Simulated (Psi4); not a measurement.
H₇O₇Si₂, charge +1, singlet, at a GFN2-xTB geometry; MP2/6-31G* (Psi4).

Here is a job for Psi4.
```
memory 2 GB

molecule {
1 1
  O     1.48956799    1.61452391    0.15518637
  Si    1.50701182    0.02779887    0.34972997
  O     1.25954908   -0.36134013    1.87274902
  O     2.59193758   -0.86993965   -0.40434432
  O     0.14224236   -0.58065139   -0.53135071
  Si   -1.50150189   -0.05029107   -0.37031245
  O    -1.52908749    1.46163017   -0.86587999
  O    -2.10780866   -1.10633613   -1.40413417
  O    -1.84890988   -0.14764465    1.18714632
  H     1.76563598    2.08404689   -0.62991433
  H     0.95017088    0.23561218    2.55121529
  H     3.47348946   -1.04637238   -0.08690554
  H     0.31366330   -1.28041343   -1.17169890
  H    -1.55373757    2.22822375   -0.29657333
  H    -2.96304825   -1.03731351   -1.81986332
  H    -2.04324055   -0.95082977    1.66691473
}

set basis 6-31g*
set freeze_core true
set mp2_type conv
set scf_type pk
set puream true
set d_convergence 1e-8

energy('mp2')
print_variables()
```

It wrote (shortened):

```
   => Loading Basis Set <=

    Name: 6-31G*
    Role: ORBITAL
    Keyword: BASIS

         ---------------------------------------------------------
                                   SCF
               by Justin Turney, Rob Parrish, Andy Simmonett
                          and Daniel G. A. Smith
                              RHF Reference
         ---------------------------------------------------------

  ==> Geometry <==

    Molecular point group: c1
    Full point group: C1

    Geometry (in Angstrom), charge = 1, multiplicity = 1:

       Center              X                  Y                   Z               Mass
    ------------   -----------------  -----------------  -----------------  -----------------
         O            1.489245048534     1.615842193343     0.156392722629    15.994914619570
         SI           1.506688878534     0.029117153343     0.350936322629    27.976926534650
         O            1.259226138534    -0.360021846657     1.873955372629    15.994914619570
         O            2.591614638534    -0.868621366657    -0.403137967371    15.994914619570
         O            0.141919418534    -0.579333106657    -0.530144357371    15.994914619570
         SI          -1.501824831466    -0.048972786657    -0.369106097371    27.976926534650
         O           -1.529410431466     1.462948453343    -0.864673637371    15.994914619570
         O           -2.108131601466    -1.105017846657    -1.402927817371    15.994914619570
         O           -1.849232821466    -0.146326366657     1.188352672629    15.994914619570
         H            1.765313038534     2.085365173343    -0.628707977371     1.007825032230
         H            0.949847938534     0.236930463343     2.552421642629     1.007825032230
         H            3.473166518534    -1.045054096657    -0.085699187371     1.007825032230
         H            0.313340358534    -1.279095146657    -1.170492547371     1.007825032230
         H           -1.554060511466     2.229542033343    -0.295366977371     1.007825032230
         H           -2.963371191466    -1.035995226657    -1.818656967371     1.007825032230
         H           -2.043563491466    -0.949511486657     1.668121082629     1.007825032230

  Running in c1 symmetry.

  Rotational constants: A =      0.06521  B =      0.02648  C =      0.02603 [cm^-1]
  Rotational constants: A =   1954.88449  B =    793.97280  C =    780.26480 [MHz]
  Nuclear repulsion =  766.411951215011186

  Charge       = 1
[...]
  @RHF Final Energy: -1106.08087747857257
    Total Energy =                      -1106.0808774785725745
  DIE_IF_NOT_CONVERGED          => (empty)
[...]
  WRITER_FILE_LABEL             => (empty)
  ZORA_BASIS_TOLERANCE          => (empty)
  ZORA_NR_DEBUG                 => (empty)
  ZORA_PRUNING_SCHEME           => (empty)
  ZORA_RADIAL_POINTS            => (empty)
  ZORA_SPHERICAL_POINTS         => (empty)

 ==============================================================================
 ==============================================================================
 ==============================================================================

                             MP2
                    Program Written by Ugur Bozkaya,
              Additional Contributions by J. P. Misiewicz

 ==============================================================================
 ==============================================================================
 ==============================================================================

	MO spaces per irreps...

	IRREP   FC    OCC   VIR  FV
	==============================
	   A    17    28   103    0
	==============================

	Cost of iabc is    368 MB
	Cost of abcd is    856 MB
	Switching to the incore algorithm for iabc..
	Switching to the incore algorithm for abcd..

	Computing MP2 energy using SCF MOs (Canonical MP2)...
	==============================================================================
	Nuclear Repulsion Energy (a.u.)    :   766.41195121501119
	SCF Energy (a.u.)                  : -1106.08087747857257
	REF Energy (a.u.)                  : -1106.08087747857257
	Alpha-Alpha Contribution (a.u.)    :    -0.18990870026474
	Alpha-Beta Contribution (a.u.)     :    -1.01108528729798
	Beta-Beta Contribution (a.u.)      :    -0.18990870026474
	Scaled_SS Correlation Energy (a.u.):    -0.12660580017649
	Scaled_OS Correlation Energy (a.u.):    -1.21330234475758
	SCS-MP2 Total Energy (a.u.)        : -1107.42078562350662
	SOS-MP2 Total Energy (a.u.)        : -1107.29417982333007
	SCSN-MP2 Total Energy (a.u.)       : -1106.74935610350462
	SCS-MP2-VDW Total Energy (a.u.)    : -1107.56497534657888
	SOS-PI-MP2 Total Energy (a.u.)     : -1107.49639688078969
	MP2 Correlation Energy (a.u.)      :    -1.39090268782746
	MP2 Total Energy (a.u.)            : -1107.47178016640009
	==============================================================================

  Variable Map:
  ----------------------------------------------------------------------------
[...]
  Array Variable Map:
  ----------------------------------------------------------------------------
[...]
[...]
```
